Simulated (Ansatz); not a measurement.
A set of 12 reactions (substitution), with CCSD(T)/CBS values in kJ/mol:

| reaction | ΔE |
| --- | --- |
| `C[B](C)[InH2]` + `O=C(O)c1ccc(Cl)cc1` → `COC(=O)c1ccc(Cl)cc1` + `C[BH][InH2]` | 91.5 |
| `FCC(F)C(F)F` + `OC(F)F` → `FC[C@@H](F)[C@@H](F)OC(F)F` + H–F | 1.1 |
| `C[SiH2]C(C)O` + `OC1NCS1` → `CN1CSC1O` + `CC(O)[SiH3]` | 33.2 |
| `C[B](C)[InH2]` + `NB(F)S` → `CNB(F)S` + `C[BH][InH2]` | 82.8 |
| `C[O][In]([SH])[O][SiH3]` + `C[Si](O)(O)F` → `CO[Si](C)(O)F` + `[OH][In]([SH])[O][SiH3]` | -7.2 |
| `C=NC(=N)[TeH]` + CH₃OH → `C=NC(=N)OC` + H₂Te | -27.5 |
| `CC1(Br)CO1` + `FCN[SiH3]` → `CN([SiH3])CF` + `BrC1CO1` | 54.5 |
| `C/N=C(\C)NC` + `OC(O)Cl` → `COC(O)Cl` + `C/N=C(\C)N` | 18.3 |
| `C=[C](N)[GaH][F]` + CH₃OH → `C=C(N)OC` + `[F][GaH2]` | 39.2 |
| `C[S][Ge]([F])([F])[F]` + `OBO` → `COBO` + `[F][Ge]([F])([F])[SH]` | 48.2 |
| `F[CH2][GaH][SiH3]` + `N[SiH2][SiH3]` → `FCN[SiH2][SiH3]` + `[SiH3][GaH2]` | 8.0 |
| `C=NC(=N)[TeH]` + NH₃ → `N=C(N)[TeH]` + `C=N` | -9.4 |

Calculated with Ansatz (gas phase, PBE0-D4/def2-TZVP geometries, no zero-point term in ΔE). CBS: MP2 limit from def2 TZ/QZ plus the TZ coupled-cluster correction, frozen cores. This one scheme is used for every species. Double bonds are as drawn, so ΔE can hold a change between cis and trans. DFT in def2-TZVPP. def2 core potentials past Kr. For Br, Ga, Ge, In, Te outer-core shells are correlated without core-valence functions, which leaves a few kJ/mol of doubt a bond. Scalar relativity is left out up to krypton. One conformer a species, not always the lowest.

**Question.** Give the mean, mean absolute and largest difference (level minus CCSD(T)/CBS, kJ/mol) for: PBE-D4, r2SCAN-D4, ωB97M-V, B2PLYP, r2SCAN, PBE0, HF/def2-TZVPP, MP2/def2-TZVPP, CCSD/def2-TZVPP, HF/def2-QZVPP, MP2/def2-QZVPP, SCS-MP2/def2-QZVPP, MP2/CBS(def2), CCSD/CBS(def2). (Best estimate.)

**Answer.** The calculation gave: 
```tsv
level	mean	mean absolute	largest
PBE-D4	-0.5	3.4	11.7
r2SCAN-D4	-1.8	4.9	-14.1
ωB97M-V	-3.0	4.8	-13.6
B2PLYP	-2.4	4.4	12.0
r2SCAN	-1.7	5.1	14.0
PBE0	-1.9	5.0	14.2
HF/def2-TZVPP	-9.6	12.9	-31.4
MP2/def2-TZVPP	0.6	2.3	4.0
CCSD/def2-TZVPP	-3.5	4.4	-11.0
HF/def2-QZVPP	-9.7	12.9	-30.1
MP2/def2-QZVPP	2.3	2.9	9.0
SCS-MP2/def2-QZVPP	-0.5	1.9	5.2
MP2/CBS(def2)	3.5	4.2	11.9
CCSD/CBS(def2)	-0.6	1.0	-3.1
```

The largest T1 diagnostic in the set is 0.016, for `[OH][In]([SH])[O][SiH3]` (customary mark 0.02).

CCSD(T)/CBS is a level of theory with its own doubt, and the functionals carry their triple-zeta basis error, so these figures describe this set and don't rank the functionals.
